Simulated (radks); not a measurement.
Results of a calculation; reference values are marked as such.
Question: Excited configurations of Sc III: one electron is placed in a higher orbital outside [Ar]. The ground configuration is [Ar] 3d1. Level of theory: scalar-relativistic Kohn-Sham, LDA (Slater exchange, Perdew-Wang correlation), spin-polarised, spherical densities, point nucleus; open shells are filled with parallel spins first (a radial shooting solver on a logarithmic mesh with Libxc functionals). Excitation = E - E(ground); binding = E(ion) - E, where the ion is the core of charge +3; n* = 3/sqrt(2 binding) in atomic units, and the quantum defect is n - n*.

outer orbital  excitation (eV)  binding (eV)     n*  quantum defect  eigenvalue (eV)  <r> (bohr)
4s                       3.345        21.952  2.362           1.638          -18.684       2.913
4p                       7.881        17.416  2.652           1.348          -14.658       3.350
5s                      14.344        10.953  3.344           1.656           -9.457       5.763
5f                      20.078         5.219  4.844           0.156           -4.390       9.913
6p                      19.500         5.797  4.596           1.404           -5.028       10.57
6f                      21.620         3.677  5.771           0.229           -3.149       15.08
7d                      22.044         3.253  6.135           0.865           -2.832       18.49
7f                      22.573         2.724  6.704           0.296           -2.360       21.21

Estimate the row for 6d.

Answer: excitation (eV) 20.744; binding (eV) 4.553; n* 5.186; quantum defect 0.814; eigenvalue (eV) -3.928; <r> (bohr) 12.88. The Delta-SCF ionisation energy is 25.297 eV (NIST Atomic Spectra Database: 24.757 eV, measured). Self-interaction in the functional shifts the binding energies and quantum defects, so they are the method's values and not measured ones. Open shells are spherical and high-spin; term and fine-structure splittings are not resolved.
